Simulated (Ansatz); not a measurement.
Reaction (ligand exchange at a B–Se bond): `CB(C)[SeH]` + `O[SiH3]` → `CB(C)O[SiH3]` + H₂Se

Gas-phase electronic energies from Ansatz, PBE0-D4/def2-TZVP geometries. CCSD(T)/CBS is the MP2 limit (def2-TZVPP, def2-QZVPP) plus CCSD(T) − MP2 in def2-TZVPP, frozen cores. DFT in def2-TZVPP. For Se outer-core shells are correlated without core-valence functions, which leaves a few kJ/mol of doubt a bond. Scalar relativity is left out up to krypton. One conformer a species, not always the lowest.

```tsv
level	ΔE (kJ/mol)
PBE-D4	-45.5
ωB97X-V	-57.1
HF/def2-TZVPP	-69.4
MP2/def2-TZVPP	-45.6
```

**Question.** What does CCSD(T)/CBS give? (An estimate is asked.)

**Answer.** Ansatz gave: -49.9 kJ/mol. The listed levels differ from it by 4.4, -7.2, -19.5, 4.3 kJ/mol.

**Question.** What do rigid-rotor, harmonic-oscillator terms from PBE0-D4/def2-TZVP frequencies (298.15 K, 1 bar) make of the CCSD(T)/CBS value? (Estimate.)

**Answer.** The calculation gave: ΔZPE = -8.9 kJ/mol, ΔH = -56.6 kJ/mol, ΔS = 0 J/(mol·K), ΔG = -56.5 kJ/mol. Modes under 50 cm⁻¹ make the entropy rough.

Largest T1 diagnostic among the species: 0.011.

In def2-TZVPP, CCSD(T) changes the Hartree–Fock value by +16.7 kJ/mol (the triples alone add +2.8 kJ/mol) and MP2 by +23.9 kJ/mol. At CCSD(T), def2-SVP lies −22.7 kJ/mol from the extrapolated value and def2-TZVPP −2.9 kJ/mol. From BLYP to BHLYP (50 % exact exchange), in def2-TZVPP and without D4, ΔE moves by −7.4 kJ/mol.
